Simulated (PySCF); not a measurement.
Mayer bond orders and bond lengths

C₅H₆ClFSi₂.
Numbering: `[CH:1]#[C:2][Si@:3]1([F:4])[CH:5]=[C:6]([CH2:7][Cl:8])[SiH2:9]1` (hydrogens: H10 on C1; H11 on C5; H12, H13 on C7; H14, H15 on Si9)

Cartesian coordinates in Å at the GFN2-xTB level; atoms count from 1:
```xyz
15
C5H6ClFSi2 angstrom
C      3.647   -1.490    0.608
C      2.792   -0.720    0.258
Si     1.459    0.414   -0.336
F      2.237    1.820   -0.595
C      0.001    0.632    0.867
C     -1.082    0.360    0.120
C     -2.484    0.390    0.595
Cl    -3.282   -1.172    0.217
Si    -0.420   -0.069   -1.627
H      4.402   -2.151    0.927
H     -0.039    0.904    1.913
H     -2.562    0.534    1.674
H     -3.064    1.155    0.075
H     -0.685   -1.443   -2.056
H     -0.923    0.845   -2.660
```

Bond orders from the PBE0/pcSseg-1 density (PySCF). Isolated species at its GFN2-xTB geometry (one conformer only).

(1) How far do the computed orders between heavy atoms stray from the drawn ones?

(2) Set the Mayer orders of the bonds between heavy atoms beside their lengths.

Results:

(1) The largest departure is 0.479, at C1–C2 (drawn triple, 2.521). Drawn single, order below 0.88: Si3–C5 (0.828) and C6–Si9 (0.844). Drawn double or triple, more than 0.30 short of the drawn order: C1–C2 (2.521).

(2) 
```json
{"bond": "C1–C2", "drawn as": "triple", "length (Å)": "1.202", "Mayer order": "2.521"}
{"bond": "C2–Si3", "drawn as": "single", "length (Å)": "1.849", "Mayer order": "0.888"}
{"bond": "Si3–F4", "drawn as": "single", "length (Å)": "1.628", "Mayer order": "0.941"}
{"bond": "Si3–C5", "drawn as": "single", "length (Å)": "1.903", "Mayer order": "0.828"}
{"bond": "C5–C6", "drawn as": "double", "length (Å)": "1.343", "Mayer order": "1.819"}
{"bond": "C6–C7", "drawn as": "single", "length (Å)": "1.481", "Mayer order": "1.002"}
{"bond": "C7–Cl8", "drawn as": "single", "length (Å)": "1.795", "Mayer order": "0.980"}
{"bond": "C6–Si9", "drawn as": "single", "length (Å)": "1.916", "Mayer order": "0.844"}
{"bond": "Si9–Si3", "drawn as": "single", "length (Å)": "2.330", "Mayer order": "0.905"}
```

Bonds between the same two heavy elements. C–C: lowest C6–C7 (1.002, 1.481 Å), highest C1–C2 (2.521, 1.202 Å). C–Si: lowest Si3–C5 (0.828, 1.903 Å), highest C2–Si3 (0.888, 1.849 Å).

And the bonds to hydrogen?

C–H: 0.93 to 1.08 (4 bonds); H–Si: 0.93 (2 bonds).

Sum the orders of all bonds at each heavy atom with more than one neighbour and set the sums beside the valence in the SMILES.

C1 3.606 (drawn 4), C2 3.409 (drawn 4), Si3 3.562 (drawn 4), C5 3.617 (drawn 4), C6 3.665 (drawn 4), C7 3.850 (drawn 4), Si9 3.605 (drawn 4). Orders between atoms that aren't bonded are not in these sums.

Mayer orders depend on the basis set.
